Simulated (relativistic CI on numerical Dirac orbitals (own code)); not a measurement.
**Tm4+ (4f11) in a crystal field**

Calculated by Dirac-Coulomb-Breit CI, orbitals from a KLI potential per configuration, model QED (radiative potential, 1s self-energy scaled to tabulated hydrogen-like ionisation energies), one configuration in a parametric crystal field, unscaled Slater integrals (own radial code). With so little scaling, terms lie 10 to 35 % too far apart, which can change the order of excited levels.

Field parameters in Wybourne normalisation; cubic f-shell fields have B⁴₄ = √(5/14) B⁴₀ and B⁶₄ = −√(7/2) B⁶₀. The field is a parameter set, without covalency.

S is read from ⟨S²⟩ = S(S + 1).

Powder χT (cm³ K mol⁻¹) by Van Vleck's formula, with temperature-independent terms:

```
                                                                        Field   2 K   5 K  10 K  20 K  50 K  100 K  200 K  300 K
D3d, B20 = 630, B40 = -1010, B43 = -460, B60 = 460, B63 = 990, B66 = -80 cm⁻¹  5.41  5.66  6.06  6.86  8.57   9.77   10.7     11
                       D3h, B20 = 1290, B40 = -730, B60 = 160, B66 = 800 cm⁻¹  5.92  7.16  8.49  9.48  10.1   10.4   10.9   11.2
                         D3h, B20 = 1190, B40 = 30, B60 = 310, B66 = 980 cm⁻¹  5.69  7.25  8.53  9.27  9.78   10.2   10.8   11.1
       D4h, B20 = 2560, B40 = -1130, B44 = -1730, B60 = -140, B64 = 1150 cm⁻¹  5.46  5.68  6.05  6.78   8.5   9.65   10.4   10.8
           D4h, B20 = 2710, B40 = 310, B44 = -1380, B60 = 410, B64 = 580 cm⁻¹  5.83  6.82  8.18  9.38  10.1   10.4   10.9   11.1
                                               Oh, B40 = -880, B60 = 260 cm⁻¹  4.86  5.66     7  8.89  10.2   10.8   11.2   11.3
```

Task: For Oh, B40 = -880, B60 = 260 cm⁻¹: what effective moment follows at 300 K?

Result: μ_eff = √(8χT) = 9.51 μB. The LS value g√(J(J + 1)) of the free ion's ⁴I°15/2 level is 9.58 μB.
